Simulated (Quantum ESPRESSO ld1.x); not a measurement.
Species: Yb. Configuration: [Xe] 4f14 6s2 (the NIST ground configuration). Method: scalar-relativistic Kohn-Sham, BLYP, spin-unpolarised, spherical densities, point nucleus; computed with ld1.x of Quantum ESPRESSO 7.5.

Normalised radial functions P(r) = r R(r), r in bohr:

| r | 4p |
|---|---|
| 0.002907 | 0.0218 |
| 0.003972 | 0.0367 |
| 0.005426 | 0.0612 |
| 0.007413 | 0.1006 |
| 0.01013 | 0.1618 |
| 0.01373 | 0.2490 |
| 0.01875 | 0.3689 |
| 0.02562 | 0.5074 |
| 0.035 | 0.6221 |
| 0.04781 | 0.6273 |
| 0.06532 | 0.4104 |
| 0.08923 | -0.0796 |
| 0.1219 | -0.6775 |
| 0.1665 | -0.9331 |
| 0.2257 | -0.4316 |
| 0.3084 | 0.6885 |
| 0.4213 | 1.5396 |
| 0.5755 | 1.4532 |
| 0.7862 | 0.7846 |
| 1.074 | 0.2454 |
| 1.467 | 0.0410 |
| 2.005 | 0.0031 |
| 2.739 | 0.0001 |
| 3.712 | 0.0000 |
| 5.071 | 0.0000 |
| 6.928 | 0.0000 |
| 9.464 | 0.0000 |
| 12.93 | 0.0000 |

4p: eigenvalue -337.92 eV, 2 radial nodes at r = 0.0855, 0.257 bohr, <r> = 0.518 bohr, 90 % of the charge inside 0.754 bohr.
